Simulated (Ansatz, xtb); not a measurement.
## Ranking isomers of C5H6F4

5 gas-phase structures of C5H6F4, from a drawn sample of its isomers (lower ones may exist). Each was relaxed with GFN2-xTB:

A. `FC(F)(F)C1(F)CCC1`, a singlet
B. `F[C@@H]1CC[C@@H]1C(F)(F)F`, a singlet
C. `FC(F)(F)[C@H]1C[C@H](F)C1`, a singlet
D. `F[C@@H]1CC[C@H]1C(F)(F)F`, a singlet
E. `FC(F)(F)[C@H]1C[C@@H](F)C1`, a singlet

Q: Make a reasoned guess at their ranking by r2SCAN-D4/def2-SVP single-point energy.

A: Calculated order at r2SCAN-D4/def2-SVP: E (0.000), C (0.002), D (0.038), A (0.059), B (0.073) eV. Less than 1 kcal/mol parts E and C; C and D; D and A; A and B, so the order within those pairs means little.

Energies above the lowest of each column, in eV; the last columns are at B3LYP/def2-SVP geometries:

| structure | GFN2-xTB | HF/STO-3G | r2SCAN-D4/def2-SVP | B3LYP/def2-SVP | CCSD(T)/def2-SVP + ΔMP2/def2-TZVPP |
| --- | --- | --- | --- | --- | --- |
| E | 0.025 | 0.000 | 0.000 | 0.000 | 0.000 |
| C | 0.000 | 0.020 | 0.002 | 0.021 | 0.016 |
| D | 0.036 | 0.015 | 0.038 | 0.023 | 0.030 |
| A | 0.181 | 0.063 | 0.059 | 0.108 | 0.108 |
| B | 0.125 | 0.067 | 0.073 | 0.117 | 0.134 |

CCSD(T)/def2-SVP + ΔMP2/def2-TZVPP has C and D and E within 1 kcal/mol of each other at the bottom, and every level picks one of them. ΔMP2 is the change of the MP2 energy from the smaller to the larger basis.

Over these structures GFN2-xTB departs from r2SCAN-D4/def2-SVP by 0.038 eV on average once a common shift is removed. A GFN2-xTB relaxation took about 0.34 s and the r2SCAN-D4/def2-SVP energy about 7.5 s on a shared host (Ansatz 0.2.0, xtb 6.7.1).
